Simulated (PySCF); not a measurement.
C2H7BO2S (SMILES COB(S)OC), singlet, geometry from GFN2-xTB; B3LYP/6-31G*, polarisability (PySCF).

The PySCF input:
```python
from pyscf import gto, scf, dft
from pyscf.prop import polarizability

mol = gto.Mole()
mol.atom = '''
    B     0.04893031    0.12657355    0.00518969
    O     0.41382625    1.34580804   -0.43672345
    C     0.23389499    1.78225074   -1.76985473
    H    -0.55996277    2.53167571   -1.78859000
    H     1.16962825    2.23406818   -2.10203084
    H    -0.03279309    0.95030325   -2.42145500
    O    -0.51835813   -0.78335210   -0.80592161
    C    -0.90888969   -2.08506391   -0.43401393
    H    -0.88186704   -2.21802842    0.64983909
    H    -1.92396504   -2.24983714   -0.79902919
    H    -0.23243105   -2.80346404   -0.90239409
    S     0.38784550   -0.17401170    1.78089644
    H     0.89743449    1.02383345    2.00774076
'''
mol.basis = '6-31g*'
mol.verbose = 4
mol.build()

mf = dft.RKS(mol)
mf.xc = 'b3lyp'
mf.kernel()
alpha = mf.Polarizability().polarizability()[2, 2]
print('alpha_zz =', alpha)
```

The log (banner, timings and long lists left out):

```
site-packages/pyscf/prop/efg/rhf.py:45: UserWarning: Module EFG is under testing
  warnings.warn('Module EFG is under testing')
site-packages/pyscf/prop/efg/dhf.py:30: UserWarning: Module EFG is under testing
  warnings.warn('Module EFG is under testing')
site-packages/pyscf/prop/zfs/uhf.py:40: UserWarning: Module ZFS is under testing
  warnings.warn('Module ZFS is under testing')
site-packages/pyscf/prop/gtensor/uhf.py:43: UserWarning: Module g-tensor is under testing
  warnings.warn('Module g-tensor is under testing')
site-packages/pyscf/prop/gtensor/uks.py:41: UserWarning: Module g-tensor is under testing
  warnings.warn('Module g-tensor is under testing')
site-packages/pyscf/prop/hfc/uks.py:35: UserWarning: Module HFC is under testing
  warnings.warn('Module HFC is under testing')
site-packages/pyscf/prop/magnetizability/rhf.py:39: UserWarning: Module magnetizability is under testing
  warnings.warn('Module magnetizability is under testing')
site-packages/pyscf/prop/magnetizability/uhf.py:37: UserWarning: Module magnetizability is under testing
  warnings.warn('Module magnetizability is under testing')
site-packages/pyscf/prop/magnetizability/rks.py:37: UserWarning: Module magnetizability is under testing
  warnings.warn('Module magnetizability is under testing')
site-packages/pyscf/prop/magnetizability/uks.py:39: UserWarning: Module magnetizability is under testing
  warnings.warn('Module magnetizability is under testing')
site-packages/pyscf/prop/polarizability/uhf.py:34: UserWarning: Module polarizability is under testing
  warnings.warn('Module polarizability is under testing')
site-packages/pyscf/prop/polarizability/rks.py:29: UserWarning: Module polarizability is under testing
  warnings.warn('Module polarizability is under testing')
site-packages/pyscf/prop/polarizability/uks.py:29: UserWarning: Module polarizability is under testing
  warnings.warn('Module polarizability is under testing')
PySCF version 2.14.0

[INPUT] verbose = 4
[INPUT] num. atoms = 13
[INPUT] num. electrons = 56
[INPUT] charge = 0
[INPUT] spin (= nelec alpha-beta = 2S) = 0
[INPUT] symmetry False subgroup None
[INPUT] Mole.unit = angstrom
[INPUT] Symbol           X                Y                Z      unit          X                Y                Z       unit  Magmom
[INPUT]  1 B      0.048930310000   0.126573550000   0.005189690000 AA    0.092464885090   0.239189344114   0.009807092771 Bohr   0.0
[INPUT]  2 O      0.413826250000   1.345808040000  -0.436723450000 AA    0.782018275656   2.543208611838  -0.825287712675 Bohr   0.0
[INPUT]  3 C      0.233894990000   1.782250740000  -1.769854730000 AA    0.441997473008   3.367965783903  -3.344540719966 Bohr   0.0
[INPUT]  4 H     -0.559962770000   2.531675710000  -1.788590000000 AA   -1.058176275253   4.784173728114  -3.379945249136 Bohr   0.0
[INPUT]  5 H      1.169628250000   2.234068180000  -2.102030840000 AA    2.210277060054   4.221777003806  -3.972262592989 Bohr   0.0
[INPUT]  6 H     -0.032793090000   0.950303250000  -2.421455000000 AA   -0.061969958878   1.795812877784  -4.575886772959 Bohr   0.0
[INPUT]  7 O     -0.518358130000  -0.783352100000  -0.805921610000 AA   -0.979554900142  -1.480320928103  -1.522971120769 Bohr   0.0
[INPUT]  8 C     -0.908889690000  -2.085063910000  -0.434013930000 AA   -1.717552591541  -3.940199742115  -0.820167461946 Bohr   0.0
[INPUT]  9 H     -0.881867040000  -2.218028420000   0.649839090000 AA   -1.666487183881  -4.191466250302   1.228017905137 Bohr   0.0
[INPUT] 10 H     -1.923965040000  -2.249837140000  -0.799029190000 AA   -3.635766998838  -4.251576019475  -1.509946334633 Bohr   0.0
[INPUT] 11 H     -0.232431050000  -2.803464040000  -0.902394090000 AA   -0.439231027345  -5.297779235667  -1.705277686526 Bohr   0.0
[INPUT] 12 S      0.387845500000  -0.174011700000   1.780896440000 AA    0.732921773645  -0.328834455470   3.365406527813 Bohr   0.0
[INPUT] 13 H      0.897434490000   1.023833450000   2.007740760000 AA    1.695905400839   1.934764817669   3.794080165526 Bohr   0.0

nuclear repulsion = 291.084914180747
number of shells = 52
number of NR pGTOs = 214
number of NR cGTOs = 102
basis = 6-31g*
ecp = {}

******** <class 'pyscf.dft.rks.RKS'> ********
method = RKS
initial guess = minao
damping factor = 0
level_shift factor = 0
DIIS = <class 'pyscf.scf.diis.CDIIS'>
diis_start_cycle = 1
diis_space = 8
diis_damp = 0
SCF conv_tol = 1e-09
SCF conv_tol_grad = None
SCF max_cycles = 50
direct_scf = True
direct_scf_tol = 1e-13
XC library pyscf.dft.libxc version 7.1.2
    S. Lehtola, C. Steigemann, M. J. T. Oliveira, and M. A. L. Marques,  SoftwareX 7, 1–5 (2018)
XC functionals = b3lyp
    P. J. Stephens, F. J. Devlin, C. F. Chabalowski, and M. J. Frisch,  J. Phys. Chem. 98, 11623 (1994)
radial grids:
    Treutler-Ahlrichs [JCP 102, 346 (1995); DOI:10.1063/1.469408] (M4) radial grids

becke partition: Becke, JCP 88, 2547 (1988); DOI:10.1063/1.454033
pruning grids: <function nwchem_prune>
grids dens level: 3
symmetrized grids: False
atomic radii adjust function: <function treutler_atomic_radii_adjust>
small_rho_cutoff = 0
Set gradient conv threshold to 3.16228e-05
Initial guess from minao.
tot grids = 157984
init E= -654.629961789228
  HOMO = -0.30722654842005  LUMO = -0.0224503995935343  gap/eV = 7.74915
cycle= 1 E= -653.891721535164  delta_E= 0.738  |g|= 0.808  |ddm|= 3.31
  HOMO = -0.146220276513217  LUMO = 0.0583494477695434  gap/eV = 5.56663
cycle= 2 E= -653.732043985987  delta_E= 0.16  |g|= 1.23  |ddm|= 1.65
  HOMO = -0.234378045616746  LUMO = 0.0531127978926045  gap/eV = 7.82302
cycle= 3 E= -654.015576840165  delta_E= -0.284  |g|= 0.0872  |ddm|= 1.05
  HOMO = -0.253703718030904  LUMO = 0.0427220839699505  gap/eV = 8.06616
cycle= 4 E= -654.017415918196  delta_E= -0.00184  |g|= 0.0264  |ddm|= 0.138
  HOMO = -0.24885615940735  LUMO = 0.0456457603210461  gap/eV = 8.01381
cycle= 5 E= -654.017623860482  delta_E= -0.000208  |g|= 0.00631  |ddm|= 0.0419
  HOMO = -0.248896612959337  LUMO = 0.0456163119877453  gap/eV = 8.01410
cycle= 6 E= -654.01763225459  delta_E= -8.39e-06  |g|= 0.00243  |ddm|= 0.0075
  HOMO = -0.249072768478046  LUMO = 0.0455321484548552  gap/eV = 8.01661
cycle= 7 E= -654.017633519656  delta_E= -1.27e-06  |g|= 0.000593  |ddm|= 0.0024
  HOMO = -0.249085279264158  LUMO = 0.0455218194360576  gap/eV = 8.01667
cycle= 8 E= -654.017633582155  delta_E= -6.25e-08  |g|= 0.000147  |ddm|= 0.000559
  HOMO = -0.249078636852718  LUMO = 0.0455224314186413  gap/eV = 8.01650
cycle= 9 E= -654.017633587145  delta_E= -4.99e-09  |g|= 2.73e-05  |ddm|= 0.000167
  HOMO = -0.249077093921138  LUMO = 0.0455240174404556  gap/eV = 8.01650
cycle= 10 E= -654.017633587376  delta_E= -2.31e-10  |g|= 3.68e-06  |ddm|= 4.14e-05
  HOMO = -0.249077519659191  LUMO = 0.0455238261428441  gap/eV = 8.01651
Extra cycle  E= -654.017633587377  delta_E= -1.14e-12  |g|= 3.44e-06  |ddm|= 7.54e-06
converged SCF energy = -654.017633587377
Isotropic polarizability 54.7441220848
Polarizability anisotropy 18.2548718636
alpha_zz = 62.255226271096134
```
